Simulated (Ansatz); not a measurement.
(LiH)n off (charge -1): vertical IE (eV) at several levels, gas phase, relaxed structures; Ansatz. Clusters are the lowest isomers that short searches found in that spin, judged at the geometry's level. Singlets are spin-restricted. The spins of the ions were chosen, not always searched. The structures are stationary points that may keep the symmetry of their start. Remarks come from the PBE and PBE0 runs and from stability tests at other levels; not every state was tested. A HOMO above zero means that the electron is unbound at that level and held by the basis, or that self-interaction error raises the level; the energy of removing that electron tells which. HOMO above LUMO (over both spins in singlets and doublets, within one spin in higher multiplets; at PBE or PBE0), or a gap under 0.15 eV within one spin, warns that the state may not be the lowest or that an electron is smeared out.

| species | state | geometry | PBE-D4/def2-TZVPD | r2SCAN-D4/def2-TZVPD | PBE0-D4/def2-TZVPD | remarks |
| --- | --- | --- | --- | --- | --- | --- |
| LiH2⁻ | singlet to doublet | PBE0-D4/def2-TZVPD | 2.66 | 2.61 | 2.84 | HOMO above zero at PBE or PBE0, gap within one spin near zero at PBE or PBE0 (neutral doublet) |
| Li3H3⁻ | doublet to singlet | PBE-D4/def2-TZVPD | 0.42 | 0.25 | 0.35 | HOMO above zero at PBE or PBE0 |
| Li6H6⁻ | doublet to singlet | r2SCAN-D4/def2-TZVPD | 0.15 | -0.06 | 0.03 | HOMO above zero at PBE or PBE0 |
| Li6H7⁻ | singlet to doublet | PBE0-D4/def2-TZVPD | 3.22 | 3.24 | 3.54 | – |
| Li7H8⁻ | singlet to doublet | PBE0-D4/def2-TZVPD | 3.52 | 3.60 | 4.03 | – |
| Li8H8⁻ | doublet to singlet | r2SCAN-D4/def2-SVPD | 0.68 | 0.51 | 0.61 | HOMO above zero at PBE or PBE0 |

Over the 6 species that have every level, the mean is 1.77 at PBE-D4/def2-TZVPD, 1.69 at r2SCAN-D4/def2-TZVPD, 1.90 at PBE0-D4/def2-TZVPD.
